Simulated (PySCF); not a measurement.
C8H8O (charge -1 and doublet state).
Z-matrix (Å and degrees, GFN2-xTB geometry), rows numbered from 1:
```
C 
C   1  1.3625
C   2  1.4285  1  126.49
C   3  1.3817  2  108.74  1  -179.89
C   4  1.3960  3  109.24  2    -0.02
C   5  1.4098  4  109.14  3    -0.00
C   6  1.4119  2  126.82  1    -0.11
C   7  1.5398  6  115.61  2   179.97
O   7  1.2446  6  126.72  2    -0.05
H   1  1.0739  2  121.09  3  -179.96
H   1  1.0815  2  121.16  3     0.01
H   3  1.0798  2  124.77  1    -0.13
H   4  1.0832  3  125.69  2   179.98
H   5  1.0793  4  124.49  3  -179.95
H   8  1.0891  7  110.39  6   -60.06
H   8  1.0895  7  109.23  6   179.96
H   8  1.0891  7  110.38  6    60.03
```

The hyperfine couplings belong to this conformer and change with its torsions.

As a line formula: `C=C1C=CC=C1[C](C)[O-]` [radical] (charge -1).

The calculation used PySCF, UKS B3LYP, pcH-1 on C H O, non-relativistic, mean-field spin-orbit, GIAO. Whether the extra electron is bound in the gas phase wasn't checked; a finite basis holds it in any case. Couplings are sensitive to structure, and on GFN2-xTB geometries they can be far from those on DFT ones, by a factor of two or more for some ions and for spin on atoms past the first row. The SCF solution wasn't tested for stability.

(1) Predict the first-order ENDOR lines of H10, H11, H12, H14, H15/H16/H17 and H13 under fast tumbling at B = 3358.3 mT (W band).

(2) Which pairs are centred on the nuclear Larmor frequency, and which on half the coupling?

Results:

(1) For S = 1/2 in fast tumbling each set of equivalent nuclei gives two lines, ν± = |νn ± a/2| to first order, with νn = g_N μN B/h and μN/h = 7.62259 MHz/T.

| nuclei | isotope | g_N | νn (MHz) | a_iso (MHz) | lower line (MHz) | upper line (MHz) |
| --- | --- | --- | --- | --- | --- | --- |
| H10 | 1H | 5.5857 | 142.99 | -35.50 | 125.24 | 160.74 |
| H11 | 1H | 5.5857 | 142.99 | -33.16 | 126.41 | 159.57 |
| H12 | 1H | 5.5857 | 142.99 | -18.86 | 133.56 | 152.42 |
| H14 | 1H | 5.5857 | 142.99 | -16.25 | 134.86 | 151.11 |
| H15/H16/H17 | 1H | 5.5857 | 142.99 | 1.71 | 142.13 | 143.84 |
| H13 | 1H | 5.5857 | 142.99 | 1.42 | 142.28 | 143.70 |

(2) Centred on νn, since |a| < 2νn: H10, H11, H12, H14, H15/H16/H17 and H13. No pair has |a| > 2νn.

Class means assume fast exchange of nuclei equivalent by connectivity; if that motion is slow, each nucleus keeps its own coupling.

Time: 1.7 min of wall time (with the writing of density and orbital grids); peak memory 1.1 GiB. Hardware: Arm Neoverse V1, one thread, no GPU, shared host with 32 logical CPUs at a one-minute load of 12.

The SMILES draws the unpaired electron on C7; the largest computed Mulliken spin population is on C1 (0.59 against 0.03).
